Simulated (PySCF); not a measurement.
C₈H₅N₅, SMILES C1=CC2N3C(N=CN=C3N=CC=2)=N1.

Coordinates come from a PBE-D3(BJ)/def2-SVP optimisation.

Calculation: PySCF with B3LYP/def2-SVP.

| Quantity | Result |
|---|---|
| total energy | -581.18132 hartree |
| point group | C2v |
| highest occupied level | -6.03 eV |
| lowest empty level | -2.82 eV |
| orbital gap | 3.21 eV |
| dipole moment | 0.992 e·Å |
| quadrupole, principal values (traceless, Buckingham form, about the centre of nuclear charge) | -12.75, 1.21, 11.53 D·Å |
| mean static polarisability | 117.6 bohr³ (17.43 Å³) |
| polarisability, principal values | 46.9, 150.8, 155.2 bohr³ |
